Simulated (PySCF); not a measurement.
## Computed properties of 1-chloro-1-fluorobuta-1,2-diene (C₄H₄ClF), SMILES C(C)=C=C(Cl)F

1-chloro-1-fluorobuta-1,2-diene (C4H4ClF), SMILES CC=C=C(F)Cl. Geometry optimised at B3LYP-D3(BJ)/def2-SVP. The values are those of a single conformer. All values are computed for the isolated molecule unless a solvent is named; none is compared with measurement here.

**Structure.** All 24 harmonic modes at B3LYP-D3(BJ)/def2-SVP (PySCF) are real, so it is a minimum. With heavy atoms numbered as in [CH3:1][CH:2]=[C:3]=[C:4]([F:5])[Cl:6], the shortest bond between them is C3–C4 at 1.306 Å and the longest C4–Cl6 at 1.740 Å.

**Vibrations.** The strongest infrared lines (harmonic, unscaled, degenerate partners summed) lie at 2092 cm⁻¹ (150 km/mol, C 99 %), 1082 cm⁻¹ (102 km/mol, C 56 %, H 33 %, F 10 %), 1244 cm⁻¹ (98 km/mol, H 63 %, C 30 %). The softest mode is at 104 cm⁻¹ and the zero-point energy is 42.4 kcal/mol.

**Electronic structure.** HF/def2-TZVP (PySCF) places the frontier levels at -10.01 and 3.12 eV, a gap of 13.13 eV, and gives a dipole moment of 2.98 D and a mean polarisability of 63.3 bohr³. PBE/def2-TZVP (PySCF) at the same geometry gives -6.01 and -1.89 eV, so its gap is 9.01 eV narrower. An orbital gap is neither the optical nor the fundamental gap.

**Excitations.** TDA-PBE0/def2-SVPD (PySCF) has S1 at 4.57 eV (271 nm, f = 0.000, dark); the most intense of the 10 singlets computed lies at 7.62 eV (f = 0.61). T1 (TDA) is at 4.08 eV, 0.49 eV under S1. TDA-PBE/def2-SVPD (PySCF) puts S1 at 4.26 eV. No vertical singlet excitation falls in the visible range (under 3.1 eV).

**NMR.** GIAO shifts at PBE0/pcSseg-1 (PySCF) (non-relativistic, atoms alike by connectivity averaged): ¹³C from 23.2 to 204.5 ppm against TMS; ¹H from 2.3 to 6.7 ppm against TMS; ¹⁹F at -105.6 ppm against CFCl3. Without spin–orbit terms, shifts of atoms bonded to Cl or Br come out too high.

**Solvation.** SMD-M06-2X/6-31G* (PySCF) gives 0.9 kcal/mol in water, -3.5 kcal/mol in acetonitrile, -2.7 kcal/mol in 1-octanol (1 M in both phases, gas-phase geometry); of these solvents acetonitrile holds the molecule best.
